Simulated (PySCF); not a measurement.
Zr(Cl)2(SH)2 (Cl₂H₂S₂Zr), SMILES [SH][Zr]([SH])([Cl])[Cl], multiplicity 1. The structure is a stationary point at PBE-D3(BJ)/def2-SVP. The multiplicity is an assumed one; no other spin state was optimised. The structure was generated by enumeration; whether it is a known compound was not checked. The def2 effective core potentials stand for the cores of Zr; spin–orbit coupling is left out. One conformer was computed; it need not be the lowest.

Computed equilibrium geometry at PBE-D3(BJ)/def2-SVP (PySCF confirms it by a frequency run) as bond lengths and angles (one conformer of several):
Atoms: Zr1 Cl2 Cl3 S4 H5 S6 H7. Bonded distances (Å): Zr1–Cl2 2.349, Zr1–Cl3 2.345, Zr1–S4 2.424, Zr1–S6 2.429, S4–H5 1.369, S6–H7 1.369. Angles (°): Cl2–Zr1–Cl3 113.0, Cl2–Zr1–S4 111.4, Cl2–Zr1–S6 108.4, Cl3–Zr1–S4 110.5, Cl3–Zr1–S6 109.7, S4–Zr1–S6 103.3, Zr1–S4–H5 88.6, Zr1–S6–H7 90.9.
